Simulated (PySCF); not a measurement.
# Correlation energy of Eu⁴³⁺ (europium, charge +43)

[Ar] 3d2, high-spin 3F determinant. Calculation: PySCF 2.14, in an even-tempered Gaussian basis (18 s from 8.8 bohr⁻², ratio 2.5; 12 p from 11 bohr⁻², ratio 2.5; 7 d from 11 bohr⁻², ratio 2.5; 4 f from 40 bohr⁻², ratio 2.7; 3 g from 60 bohr⁻², ratio 2.7); the spin-free X2C one-electron Hamiltonian (Gaussian nucleus). Frozen: [Ne]; 10 electrons correlated; the 25 highest virtual orbitals of each spin left out.

MP2 pair energies summed by pair of shells (mhartree):

```csv
pair,energy,share (%)
3p-3p,-267.05,57.2
3p-3d,-108.37,23.2
3s-3p,-54.70,11.7
3s-3d,-19.56,4.2
3s-3s,-12.10,2.6
3d-3d,-5.14,1.1
```

Total MP2 correlation energy: -466.93 mhartree.

At this charge the one-electron X2C treatment keeps the bare 1/r₁₂, with no two-electron picture change or Breit term. The effect here is smaller than on the frozen 1s shell; and a scalar Hamiltonian misses the large spin-orbit splitting of the p shells, which matters for ns² → np² pairs.

Spin-orbit coupling is strong in this species, so the high-spin LS determinant is a model state.
